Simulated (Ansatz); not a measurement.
CH3Te (SMILES C[Te]) moved off its minimum; all values from Ansatz (an electronic-structure program), cores frozen in correlated methods. Open shells are unrestricted. Elements past Kr take the def2 small-core potentials, without spin–orbit coupling.
(charge 0, multiplicity 2)
```xyz
5

C     -1.74089     0.00947    -0.01850
Te     0.50939    -0.03564    -0.03110
H     -1.99753    -0.84047    -0.62678
H     -2.34615    -0.17979     1.01731
H     -2.24643     0.89312    -0.30433
```

### Question
Give the forces (eV/Å), the total energy and the dipole at MP2/def2-TZVPPD.

### Answer

| atom | Fx | Fy | Fz |
|---|---|---|---|
| C1 | -0.670 | -1.209 | 3.255 |
| Te2 | -1.632 | 0.231 | 0.232 |
| H3 | -0.160 | -0.154 | -0.448 |
| H4 | 2.238 | 0.037 | -1.986 |
| H5 | 0.224 | 1.095 | -1.053 |
Energy -306.8970 hartree, dipole 0.82 D.
